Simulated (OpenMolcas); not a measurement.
Ionisation energies of osmium

```
Program             : OpenMolcas 26.06
Basis               : ANO-RCC-VDZP [7s6p4d2f1g]
Scalar Hamiltonian  : DKH2, point nucleus
Spin-orbit coupling : RASSI with atomic mean-field integrals over the reference wave functions, term energies averaged over their components
```

Active shells in each charge state: the valence d, s shells, with orbitals averaged over the low states. Where CASPT2's correlated closed shells are named, they are those of the first ion.

A. CASSCF
B. SS-CASPT2, IPEA 0.25 Eh, imaginary shift 0.1 Eh (closed shells correlated: 5s 5p)
C. SS-CASPT2, IPEA 0.25 Eh, imaginary shift 0.1 Eh (closed shells correlated: 4f 5s 5p)
D. SS-CASPT2, IPEA 0 Eh, imaginary shift 0.1 Eh (closed shells correlated: 5s 5p)

Energies in eV between the lowest computed levels, named as in B; reference values from the NIST Atomic Spectra Database with their kind.

```
             From                 To       A       B       C       D  Spin-orbit share in B                Reference
   Os 5d⁶ 6s² ⁵D₄  Os+ 5d⁶ 6s ⁶D_9/2   6.302   8.143   8.145   8.205                 -0.046         8.438 (measured)
Os+ 5d⁶ 6s ⁶D_9/2       Os2+ 5d⁶ ⁵D₄  16.231  17.133  17.276  17.143                 +0.515  17.000 (semi-empirical)
```

Other lowest levels: D, Os+ 5d⁶ 6s ⁶D_9/2 to 5d⁵ 6s ⁷S₃.

Error against the reference values, in %:

```tsv
From	Reference	A	B	C	D
Os	measured	-25.3	-3.5	-3.5	-2.8
Os+	semi-empirical	-4.5	+0.8	+1.6	+0.8
```

Absolute error against the one measured value: A 2.14 eV, B 0.30 eV, C 0.29 eV, D 0.23 eV. D lies closest.

The lowest level within the active space need not be the ion's true ground level.
